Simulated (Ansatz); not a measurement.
The cluster InSn₂. The state is a doublet with charge 0. Geometry PBE-D4/def2-SVP; atoms count from 1.

```tsv
atom	x (Å)	y (Å)	z (Å)
In1	0.592	-1.242	-1.322
Sn2	-1.258	-0.094	1.313
Sn3	0.666	1.336	0.009
```

In the def2 sets In, Sn take a core potential; there is no spin–orbit coupling. The charge 0 doublet is spin-contaminated (final ⟨S²⟩ up to 0.87, 0.75 for a pure state). The structure comes from a short search, and lower isomers may exist.

(1) Estimate the Mulliken populations from the PBE0/def2-TZVP orbitals of Ansatz.

(2) Where does the spin sit?

(3) And the Mayer bond orders between bonded heavy atoms (over 0.3)?

Results:

(1) 
| atom | charge (e) | spin (α − β) |
| --- | --- | --- |
| In1 | 0.20 | 0.20 |
| Sn2 | -0.05 | 0.09 |
| Sn3 | -0.16 | 0.71 |
Mulliken values and Mayer orders depend strongly on the basis.

(2) Summed by element: In 0.20, Sn 0.80, of 1 unpaired in all. Largest on single atoms: Sn3 0.71, In1 0.20, Sn2 0.09.

(3) In1–Sn2 0.62 (3.42 Å); In1–Sn3 0.89 (2.90 Å); Sn2–Sn3 1.77 (2.73 Å).
